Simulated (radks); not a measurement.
Spherical quantum dot in the effective-mass picture: electrons in a well V = -V0 / (1 + exp((r - R)/a)) with V0 = 4.1, R = 9.03, a = 1, with a point charge +1 (a donor) at the centre, all in effective atomic units (hartree* = m*/eps^2 hartree, bohr* = eps/m* bohr), one dielectric constant everywhere. Calculated with a radial shooting solver with Libxc functionals: non-relativistic Kohn-Sham, LDA (Slater exchange, Perdew-Wang correlation), spin-polarised, spherical densities. Levels are named by radial order and angular momentum (1s, 1p, 1d, 2s, ...), and open shells are averaged over m. Results are scaled to m* = 0.433 and eps = 14, for which hartree* = 60.11 meV and bohr* = 1.711 nm.

N = 20, configuration 1s2 1p6 1d10 2s2. This is the lowest configuration that the search found. Occupied and some empty levels:

| level | occupation | eigenvalue (meV) | <r> (nm) |
|---|---|---|---|
| 1s | 2 | -61.775 | 9.510 |
| 1p | 6 | -59.441 | 10.05 |
| 1d | 10 | -55.575 | 10.37 |
| 1f | 0 | -50.276 | 10.67 |
| 2s | 2 | -50.263 | 4.568 |
| 1g | 0 | -43.709 | 10.96 |
| 2p | 0 | -38.264 | 8.164 |

Energy (meV): total -2987.17, kinetic 218.18, external -4886.9, Hartree 1923.7, exchange-correlation -242.16.

Electron density:

| r (nm) | n(r) (e/nm^3) |
|---|---|
| 0.400 | 0.04319 |
| 1.40 | 0.01457 |
| 2.41 | 0.005641 |
| 3.41 | 0.002540 |
| 4.42 | 0.001413 |
| 5.42 | 0.001117 |
| 6.43 | 0.001298 |
| 7.43 | 0.001808 |
| 8.44 | 0.002457 |
| 9.44 | 0.002909 |
| 10.4 | 0.002797 |
| 11.4 | 0.002052 |
| 12.5 | 0.001084 |
| 13.5 | 0.0003941 |
| 14.5 | 0.00009624 |
| 15.5 | 0.00001616 |
| 16.5 | 1.970e-06 |
| 17.5 | 1.844e-07 |
| 18.5 | 1.546e-08 |
| 19.5 | 1.144e-09 |
